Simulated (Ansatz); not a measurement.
```yaml
crystal:
  periodic: [false, false, false]
  atoms:
    - {symbol: Al, position_ang: [-0.479457, 1.427332, -1.363964]}
    - {symbol: O, position_ang: [0.297179, 0.052807, -0.759031]}
    - {symbol: Si, position_ang: [0.624840, -1.090175, 0.340849]}
    - {symbol: S, position_ang: [-0.839350, -1.196348, 1.894461]}
    - {symbol: H, position_ang: [-0.559889, 1.575878, -2.932245]}
    - {symbol: H, position_ang: [-1.037786, 2.487471, -0.335063]}
    - {symbol: H, position_ang: [1.955926, -0.816686, 0.934560]}
    - {symbol: H, position_ang: [0.581505, -2.434421, -0.281460]}
    - {symbol: H, position_ang: [-0.454467, -0.052158, 2.484793]}
basis:
  gaussian: {orbitals: pcseg-2}
total_charge: 1
magnetization: {spin_polarized: true, initial_magnetization: 1}
hamiltonian: {xc: {name: BLYP}, dispersion: d3bjatm}
smearing: {width: 0.1}
output: {forces: true}
```

```sh
$ ansatz run in.yaml --threads 2 --pin off --events-out ev --progress --plain --max-ram 4352MiB
```

(1) How does Ansatz answer? (Best estimate.)

Answers

(1) The calculation gave: The input was rejected before any iteration.
```
Error: YAML parse error: error: line 18 column 1: unknown field `smearing`, expected one of crystal, accuracy, basis, kpoints, hamiltonian, magnetization, projection, total_charge, correlation, batch, efield, external_charges, scf, relax, neb, saddle, md, ramp, phonons, dielectric, real_time, elastic, magnetic_configurations, gw, evaluate, workflow, output, checkpoint, execution
  --> <input>:18:1
   |
16 | magnetization: {spin_polarized: true, initial_magnetization: 1}
17 | hamiltonian: {xc: {name: BLYP}, dispersion: d3bjatm}
18 | smearing: {width: 0.1}
   | ^ unknown field `smearing`, expected one of crystal, accuracy, basis, kpoints, hamiltonian, magnetization, projection, total_charge, correlation, batch, efield, external_charges, scf, relax, neb, saddle, md, ramp, phonons, dielectric, real_time, elastic, magnetic_configurations, gw, evaluate, workflow, output, checkpoint, execution
19 | output: {forces: true}
   |
```
